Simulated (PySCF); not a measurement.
HfP: from constants to spectrum

ωB97X-V constants of HfP, ²Σ⁺ (doublet), unpaired electrons σ ↑ (Hf def2-TZVPP with ECP60, P def2-TZVPP; scalar-relativistic core potentials (PySCF 2.14); masses 179.9465 and 30.9738 u):

- ωe: 532.4 cm⁻¹
- ωexe: 1.18 cm⁻¹
- Be: 0.13415 cm⁻¹
- αe: 0.000375 cm⁻¹
- D (centrifugal): 3.41e-08 cm⁻¹

Problem. Give the vibrational terms G(v) and spacings up to v = 6.

Solution. G(v) = ωe(v+½) − ωexe(v+½)².

```tsv
v	G(v) (cm⁻¹)	G(v) − G(v−1)	Bv (cm⁻¹)
0	265.9		0.1340
1	795.9	530.0	0.1336
2	1323.6	527.7	0.1332
3	1848.9	525.3	0.1328
4	2371.9	523.0	0.1325
5	2892.5	520.6	0.1321
6	3410.7	518.2	0.1317
```

De is left out where the level can put another filling of the metal’s s and d shells below the measured ground configuration, by anything from nothing to about 1 eV. These are scalar-relativistic numbers at best; spin–orbit coupling would shift them, the dissociation energy most. With d or f electrons several states lie close, and the lowest PBE0 determinant need not be the measured ground state.
